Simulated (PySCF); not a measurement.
# Bond curve of RbSr

Set-up: Rb x2c-TZVPall, Sr x2c-TZVPall; spin-free X2C with a Gaussian nucleus (PySCF 2.14). Energies in eV from Rb + Sr in their ground configurations at the same level. State: ²Σ⁺ (doublet), unpaired electrons σ ↑.

All columns are PBE0. A positive dipole means Rb(−)Sr(+).

```csv
R (Å),E (eV),μ (D),Mulliken charge on Rb (basis-dependent),HOMO (eV),LUMO (eV),Mayer bond order,⟨S²⟩
4.005,-0.093,-1.87,-0.11,-2.71,-1.40,0.63,0.76
4.191,-0.152,-1.99,-0.08,-2.73,-1.42,0.59,0.76
4.378,-0.183,-2.05,-0.05,-2.74,-1.43,0.55,0.76
4.517,-0.194,-2.07,-0.02,-2.76,-1.44,0.52,0.76
4.657,-0.196,-2.07,0.01,-2.77,-1.45,0.48,0.76
4.797,-0.193,-2.05,0.03,-2.79,-1.46,0.45,0.76
4.983,-0.182,-2.01,0.05,-2.80,-1.46,0.40,0.76
5.216,-0.163,-1.91,0.07,-2.82,-1.46,0.35,0.76
5.495,-0.137,-1.76,0.08,-2.84,-1.46,0.29,0.76
5.868,-0.103,-1.51,0.08,-2.86,-1.44,0.22,0.75
```

A fit through these points gives, at Re = 4.637 Å, μ = -2.07 D and dμ/dR = 0.0544 D/Å; the reduced mass is 43.19 u.

Question: How strong is the fundamental in the double-harmonic approximation, I = 42.26·(dμ/dR)²/μred km/mol?

Answer: I = 42.26·(0.0544)²/43.19 = 0.00290 km/mol at PBE0.

The bond is weak. Basis-set superposition, not corrected here, can be much of De in a small basis, most of all at correlated wavefunction levels. Functionals without a dispersion term scatter widely for such bonds, and LDA overbinds them. Spin–orbit coupling is left out. The state is the lowest determinant that a PBE0 search found; another state may lie lower at other levels.
